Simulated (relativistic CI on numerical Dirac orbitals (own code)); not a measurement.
Cu2+ in a cubic cluster: 2p photoemission with charge transfer

Computed with a charge-transfer multiplet model of a cubic metal-ligand cluster with up to one ligand hole, Slater and spin-orbit integrals from Dirac-Coulomb-Breit ions, Slater integrals scaled by 0.9. The ground state mixes d9 with configurations of k ligand holes L, whose averages lie at kΔ + k(k − 1)U_dd/2; a core hole lowers each added d electron by U_cd. 300 K, Lorentzian 0.6 eV and Gaussian 0.8 eV FWHM.

Atomic integrals in eV (Slater integrals scaled, ζ unscaled), ground: F2dd 12.450, F4dd 7.768, zeta_d 0.099; with the core hole: F2dd 12.450, F4dd 7.768, zeta_d 0.138, zeta_core 13.377, F2cd 7.943, G1cd 6.088, G3cd 3.464.

Cluster parameters (eV): Δ = 2.4, U_dd = 7.3, 10Dq = 0.8, 10Dq(ligand) = 0, V(eg) = 1.7, V(t2g) = -0.88, final-state hopping factor = 1.

Weights, n_d and S are thermal averages at 300 K. Binding energies count from the first peak over 30 % of the highest in each spectrum, which can be another peak from case to case. The parameters are a model scan and need not match a compound or its usual spin state. Peaks in eV (height, largest 100): 0.0 (100), 4.8 (53), 7.8 (36), 20.1 (48), 25.2 (19), 26.6 (37).

(1) Which parameters give this spectrum?
A. U_cd = 6.5 eV
B. U_cd = 9.5 eV
C. U_cd = 7.1 eV
D. U_cd = 8.3 eV
E. U_cd = 7.7 eV

Answers

(1) E. U_cd = 7.7 eV; the ground state then has 9.18 d electrons and S = 0.50. The choice follows from running the model for each set and comparing peak positions and heights.
